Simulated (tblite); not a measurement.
Compound: C6H10OSi2.
Geometry (GFN2-xTB, Å), atoms numbered from 1 in this order:
```
atom  x, y, z in Å
C1    -0.955    2.368    1.148
C2    -1.030    1.570    0.258
C3    -1.091    0.564   -0.774
C4    -2.000   -0.566   -0.359
C5    -1.518   -1.796   -0.326
C6    -0.086   -2.036   -0.705
Si7    0.597   -0.303   -1.095
O8     1.773    0.148   -0.082
Si9    2.434    0.924    1.187
H10   -0.914    3.086    1.912
H11   -1.491    1.035   -1.679
H12   -3.017   -0.326   -0.085
H13   -2.122   -2.645   -0.035
H14   -0.040   -2.715   -1.558
H15    0.437   -2.536    0.113
H16    1.142   -0.088   -2.433
H17    1.649    0.621    2.380
H18    2.442    2.349    0.872
H19    3.779    0.354    1.253
```

Computed with GFN2-xTB (tblite): harmonic, unscaled wavenumbers at the GFN2-xTB geometry, gas phase. This tight-binding method is rough: wavenumbers can miss measured ones by several per cent, in bad cases by 10 to 20. Modes of hydrogen on silicon can be 10 to 20 % off. One conformer, not necessarily the lowest.

Harmonic wavenumbers (cm⁻¹): 25.7, 45.7, 68.5, 102.4, 112.6, 148.9, 188.3, 229.8, 317.2, 367.5, 409.9, 499.6, 549.6, 570.3, 597.7, 609.3, 617.2, 638.9, 653.1, 658.7, 722.8, 744.1, 769.8, 773.7, 794.4, 807.5, 824.3, 901.6, 979.0, 1017.6, 1056.8, 1088.2, 1096.2, 1109.5, 1177.2, 1217.9, 1244.9, 1313.0, 1459.5, 1711.4, 2254.3, 2268.5, 2277.3, 2280.3, 2286.4, 2902.2, 2959.2, 2983.8, 3055.8, 3076.0, 3395.3.

A = 1629, B = 1003, C = 723.1 MHz; mass 154.027 u (most abundant isotopes); point group C1, symmetry number 1.

Problem. What is the zero-point energy?

Solution. ½Σν̃ = 28980 cm⁻¹ = 346.67 kJ/mol.

Problem. Give the ideal-gas entropy at 298.15 K and 1 bar in the rigid-rotor, harmonic-oscillator model (classical rotation).

Solution. Translation 171.68, rotation 125.47, vibration 161.50: S = 458.7 J/(mol K).

Problem. And Cp and H(298.15 K) − H(0)?

Solution. Cp = 189.97 J/(mol K), of which vibrations give 156.71 (their classical limit is 51 R = 424.0); H(298.15 K) − H(0) = 33.84 kJ/mol without the zero-point energy, 23.93 from vibrations.

Problem. What must be added to the electronic energy to get the Gibbs energy at 298.15 K and 1 bar?

Solution. ZPE + [H(298.15 K) − H(0)] − T·S = 346.67 + 33.84 − 136.75 = 243.76 kJ/mol.

Problem. Which modes carry the vibrational entropy at 298.15 K?

Solution. 25.7 cm⁻¹: 25.67; 45.7 cm⁻¹: 20.90; 68.5 cm⁻¹: 17.56; 102.4 cm⁻¹: 14.26; 112.6 cm⁻¹: 13.49; 148.9 cm⁻¹: 11.24 J/(mol K); the other 45 give 58.39 together.

Problem. Blend soft modes into free rotors: weight 1/[1 + (100 cm⁻¹/ν̃)⁴] for the oscillator and the rest for a rotor with moment μB/(μ + B), μ = h/(8π²ν), B = 10⁻⁴⁴ kg m². What vibrational entropy results?

Solution. 142.66 J/(mol K) in place of 161.50, which changes −T·S at 298.15 K by +5.62 kJ/mol.

Problem. How do the functions run with temperature in this model?

Solution. 
```csv
T (K),S (J/(mol K)),Cp (J/(mol K)),H − H(0) (kJ/mol),G − H(0) (kJ/mol),ln q(vib)
150,357.8,112.5,11.42,-42.24,4.88
250,427.4,165.3,25.28,-81.57,8.21
400,521.0,234.4,55.55,-152.84,13.04
600,628.4,294.9,108.96,-268.09,19.20
900,759.3,349.6,206.36,-477.02,27.59
```

q(vib) and H(0) count from the zero-point level.

Hindered rotation and anharmonicity are outside this model. Other conformers, if any are populated, would add a mixing term that is left out. The structure is chiral; the term R ln 2 for an equal mix with its mirror image is left out.
